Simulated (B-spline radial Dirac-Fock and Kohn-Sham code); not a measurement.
**The L2-M45M45 Auger spectrum of Ga²⁺**

System: Ga²⁺ in the configuration [Ar] 3d10 4s1, inside a Watson sphere of charge -2 and radius 1.8 Å (a model of the Madelung potential; inside it an electron's potential energy is raised by 16.0 eV).

These are calculated numbers from an atomic code on a B-spline grid; the model is Dirac-Fock (average of configuration) total-energy differences with a finite nucleus, the Breit interaction including its frequency dependence, and self-energy and vacuum-polarisation corrections. The two-hole levels come from diagonalising the Coulomb interaction among the jj configurations; intensities are independent-particle Coulomb rates. Kinetic energies are from the vacuum level. No correlation. Open outer shells are spectators and are not coupled to the holes.

```tsv
kinetic energy (eV)	J	leading jj holes (weight)	leading LS term (weight)
1064.0	0	M5M5 (0.54)	¹S0 (1.00)
1070.5	4	M4M5 (0.83)	¹G4 (1.00)
1071.3	0	M4M4 (0.54)	³P0 (1.00)
1071.4	1	M4M5 (1.00)	³P1 (1.00)
1071.4	2	M4M5 (0.69)	³P2 (0.81)
1072.1	2	M5M5 (0.78)	¹D2 (0.80)
1074.5	2	M4M4 (0.57)	³F2 (0.99)
1074.7	3	M4M5 (1.00)	³F3 (1.00)
1075.1	4	M5M5 (0.83)	³F4 (1.00)
```

The intensity is shared as follows: 1070.5 eV 63.5 %, 1072.1 eV 9.6 %, 1074.7 eV 8.5 %, 1075.1 eV 5.9 %, 1074.5 eV 5.7 %, 1071.4 eV 3.6 %, 1064.0 eV 1.8 %, 1071.4 eV 1.0 %, 1071.3 eV 0.3 %.

The strongest line, by its leading LS label ¹G4, lies at 1070.5 eV. The mean weight of the leading component is 0.75 in jj and 0.95 in LS coupling, so LS labels describe these levels better.
